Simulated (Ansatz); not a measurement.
Saddle point of GaNH6O2, closed shell (GaH₃O₂ ([OH][GaH][OH]) + NH₃ → GaNH₄O₂ ([NH2][Ga]([OH])[OH]) + H₂; bonds formed: H2–H5; dative contacts that become bonds: Ga1–N6; bonds broken: Ga1–H2, H5–N6), PBE0-D4/def2-TZVP structure:

Ga1  (0.503, 0.304, -0.266)
H2  (0.414, -1.596, -0.251)
O3  (0.410, 0.934, -1.930)
O4  (1.851, 0.889, 0.741)
H5  (-0.420, -1.276, 0.204)
N6  (-1.176, -0.179, 0.631)
H7  (-0.219, 0.477, -2.491)
H8  (1.962, 0.415, 1.566)
H9  (-2.054, 0.029, 0.171)
H10  (-1.272, 0.004, 1.623)
(Å)

Energies are electronic, without zero-point energy. Barriers and step energies count from the start structure reached by relaxing down the imaginary mode; all methods use the PBE0-D4 structures, on which another method's saddle can fall below an end. Computed with Ansatz 0.2.0 (basis: def2-TZVPP, with def2-QZVPP for the basis limit); correlated methods freeze the cores. Filled d shells of the heavier atoms are correlated. The def2 sets are not built for correlating such inner shells, so the correlated values are less sure here. B3LYP uses VWN-RPA correlation. Extrapolation: Hartree–Fock as exp(−7.88 √X), correlation as X^−2.97.

```json
{"method": "SPW92", "barrier (eV)": "1.710", "step energy (eV)": "1.147"}
{"method": "PBE-D4", "barrier (eV)": "1.779", "step energy (eV)": "0.919"}
{"method": "BLYP-D4", "barrier (eV)": "1.866", "step energy (eV)": "0.842"}
{"method": "r2SCAN-D4", "barrier (eV)": "1.903", "step energy (eV)": "0.967"}
{"method": "B97M-V", "barrier (eV)": "2.021", "step energy (eV)": "1.066"}
{"method": "PBE0-D4", "barrier (eV)": "1.946", "step energy (eV)": "0.996"}
{"method": "B3LYP-D4", "barrier (eV)": "1.999", "step energy (eV)": "0.922"}
{"method": "r2SCAN0-D4", "barrier (eV)": "2.023", "step energy (eV)": "1.019"}
{"method": "BHLYP-D4", "barrier (eV)": "2.194", "step energy (eV)": "1.011"}
{"method": "CAM-B3LYP-D4", "barrier (eV)": "2.078", "step energy (eV)": "0.983"}
{"method": "wB97X-V", "barrier (eV)": "?", "step energy (eV)": "0.963"}
{"method": "wB97M-V", "barrier (eV)": "2.084", "step energy (eV)": "0.974"}
{"method": "B2PLYP", "barrier (eV)": "2.034", "step energy (eV)": "0.899"}
{"method": "PBE-QIDH", "barrier (eV)": "?", "step energy (eV)": "0.990"}
{"method": "RPA on PBE", "barrier (eV)": "2.038", "step energy (eV)": "0.890"}
{"method": "HF", "barrier (eV)": "?", "step energy (eV)": "0.977"}
{"method": "MP2", "barrier (eV)": "2.028", "step energy (eV)": "0.869"}
{"method": "CCSD", "barrier (eV)": "2.152", "step energy (eV)": "0.951"}
{"method": "CCSD(T)", "barrier (eV)": "2.072", "step energy (eV)": "0.931"}
```

Fill in the withheld barriers. (Judge from chemistry; the value comes from the calculation.)

Computed: PBE-QIDH 2.051; HF 2.483; wB97X-V 2.083 eV. Each is the energy of the saddle less that of the start structure, by the same method.

For comparison, the barrier by CCSD(T) at an estimated basis limit (MP2 extrapolated from triple and quadruple zeta, plus CCSD(T) − MP2 in triple zeta) is 2.096 eV.

The T1 diagnostic stays at or below 0.014.

The step is the kind of exchange with an N–H group that builds nitride films in atomic layer and chemical vapour deposition.

Labels in which every atom is bracketed show which atoms are joined, not bond orders.

For scale, one of the runs: CCSD(T)/def2-TZVPP, 225 basis functions, launched by `ansatz run in.yaml --threads 4 --pin off --events-out ev --progress --plain --max-ram 9574MiB`. Hardware: 4 CPU threads of an AMD EPYC 9R45, shared host. Wall time 49 s; peak host memory 3.9 GiB.
